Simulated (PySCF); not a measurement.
# `N[C@@H]1[C@H]2CC[C@H](N)[C@@H]12`, C6H12N2

Geometry:
| atom | x (Å) | y (Å) | z (Å) |
| --- | --- | --- | --- |
| N1 | 2.722 | 0.327 | 0.845 |
| C2 | 1.367 | -0.108 | 0.663 |
| C3 | 0.818 | -0.487 | -0.691 |
| C4 | -0.375 | -1.415 | -0.726 |
| C5 | -1.358 | -0.828 | 0.296 |
| C6 | -1.068 | 0.683 | 0.354 |
| N7 | -1.868 | 1.379 | -0.645 |
| C8 | 0.395 | 0.797 | -0.028 |
| H9 | 3.347 | -0.472 | 0.890 |
| H10 | 3.015 | 0.911 | 0.070 |
| H11 | 1.024 | -0.667 | 1.526 |
| H12 | 1.481 | -0.485 | -1.545 |
| H13 | -0.113 | -2.447 | -0.484 |
| H14 | -0.815 | -1.395 | -1.724 |
| H15 | -2.392 | -1.011 | 0.008 |
| H16 | -1.198 | -1.272 | 1.279 |
| H17 | -1.243 | 1.069 | 1.377 |
| H18 | -1.626 | 2.363 | -0.667 |
| H19 | -2.855 | 1.307 | -0.421 |
| H20 | 0.736 | 1.761 | -0.380 |

Computed, not measured: TDDFT B3LYP/def2-SVPD circular dichroism and optical rotation, one conformer, gas phase in PySCF. Geometry: GFN2-xTB.

The molecule is flexible and this is one conformer; a measurement averages over conformers. States above about 6.1 eV (minus the energy of the highest occupied orbital) lie near or above the ionisation threshold and depend on the basis.

Stereocentres: C2 R, C3 S, C6 S, C8 S.

Task: Give the optical rotatory dispersion at 633, 589.3, 546, 436, 405, 365, 355 nm.

Result: [α] in deg dm⁻¹ (g/mL)⁻¹:
```
λ (nm)  origin-invariant length gauge  modified velocity gauge  length gauge (centre of mass)  isotropic polarisability (au)
   633                          -30.5                    -22.0                          -30.3                           85.8
 589.3                          -35.9                    -26.1                          -35.7                           86.1
   546                          -42.9                    -31.3                          -42.8                           86.5
   436                          -76.3                    -57.2                          -76.0                           88.0
   405                          -94.3                    -71.7                          -94.0                           88.7
   365                         -131.9                   -103.0                         -131.4                           89.9
   355                         -145.7                   -114.8                         -145.1                           90.3
```

Task: And for the mirror image at 589.3 nm?

Result: +35.9 deg dm⁻¹ (g/mL)⁻¹ (origin-invariant length gauge): the same size and the opposite sign.

Task: What is the molar rotation [Φ] = [α]·M/100 of the geometry above at 589.3 nm?

Result: With M = 112.18 g/mol, -40.2 deg cm² dmol⁻¹ (origin-invariant length gauge).

The first excitation lies at 5.68 eV (218 nm) with R = -16.5 × 10⁻⁴⁰ esu² cm² (velocity form).
